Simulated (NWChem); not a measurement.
Species: ZrNHF2; SMILES [NH]=[Zr]([F])[F]

```xyz
5

Zr     0.0317    -0.0002     0.0528
N     -1.5950    -0.0017    -0.7280
H     -2.4445    -0.0030    -1.2853
F      0.9833    -1.6673    -0.1961
F      0.9802     1.6686    -0.1968
```
Atoms are numbered in this order, from 1.

Level: PBE0/def2-SVP with def2 effective core potentials on Zr (NWChem), optimised geometry, unscaled harmonic frequencies. def2 effective core potentials on Zr; no spin-orbit coupling.

**Question.** List the harmonic frequencies with IR intensities, and the thermochemistry.

**Answer.** 
```
frequency (cm⁻¹)  IR intensity (km/mol)
----------------  ---------------------
99                                 45.6
176                                11.6
218                                 2.9
473                               216.0
641                                90.6
670                               178.7
688                               216.9
961                               148.0
3649                               89.1
```

```yaml
zero_point_energy: 10.8 kcal/mol
thermal correction to the enthalpy at 298.15 K (with zero-point energy): 14.8 kcal/mol
heat capacity Cv: 16.0 cal/(mol K)
entropy at 298.15 K and 1 atm (symmetry number 1): 76.4 cal/(mol K)
```

Rigid rotor and harmonic oscillator; modes under 100 cm⁻¹ make the entropy uncertain.
